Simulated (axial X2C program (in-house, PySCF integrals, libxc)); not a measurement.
# Low determinants of BaS⁺ at the PBE0 level, without spin–orbit coupling

Computed with an axial X2C code built on PySCF integrals. Spin-free means the one-electron spin-free X2C Hamiltonian. Basis: Ba dyall-cv3z [14s14p9d5f1g], S dyall-av3z [9s8p3d2f] (cores contracted in-house); Gaussian nuclei, density fitting, unrestricted open shells. Masses: Ba 137.905 u, S 31.972 u.

Search at 2.719 Å (vertical energies from the lowest determinant):

```csv
ΔE (eV),state,electrons beyond evenly filled partner blocks,"electrons in σ, π, δ, φ"
0.00,"M_S = 1/2, Λ = 1","π+α, π+β, π-α",32 31 8 0
0.27,"M_S = 1/2, Λ = 0",σα,31 32 8 0
3.36,"M_S = 3/2, Λ = 0","σα, π+α, π-α",33 30 8 0
3.39,"M_S = 1/2, Λ = 0","σβ, π+α, π-α",33 30 8 0
3.67,"M_S = 3/2, Λ = 1","2 × σα, π+α, π+β, π-α",32 31 8 0
4.06,"M_S = 1/2, Λ = 1","2 × σα, π+α, π+β, π-β",32 31 8 0
4.11,"M_S = 3/2, Λ = 2","π+α, π-α, δ+α",32 30 9 0
```

Lowest determinant, M_S = 1/2, Λ = 1 (beyond evenly filled blocks: π+α, π+β, π-α): Re = 2.712 Å, ωe = 309.0 cm⁻¹.

The determinant in row 2 of the search, M_S = 1/2, Λ = 0 (beyond evenly filled blocks: σα), was followed along the bond at PBE0; measured from the minimum of the lowest determinant it gives:

Te = 0.148 eV (1190 cm⁻¹), Re = 2.548 Å, ωe = 327.6 cm⁻¹.

Problem. Compare the bond of the determinant in row 2 with that of the lowest one.

Solution. At PBE0 its Re is 0.164 Å shorter and its force constant, which goes as ωe², is 1.12 times that of the lowest determinant. T0 ≈ Te + Δωe/2 = 1190 + (9) = 1199 cm⁻¹.

The search compares states at one distance, so a state with another bond length can lie lower; it is not exhaustive and yields mostly the lowest determinant of each block pattern, so other components and higher states of one pattern are missing. These are energies of single determinants, not of spin-adapted states; PBE0 term energies can be off by some tenths of an eV, and the functional has no current term. The lowest determinant need not be the ground state where others lie within half an eV.
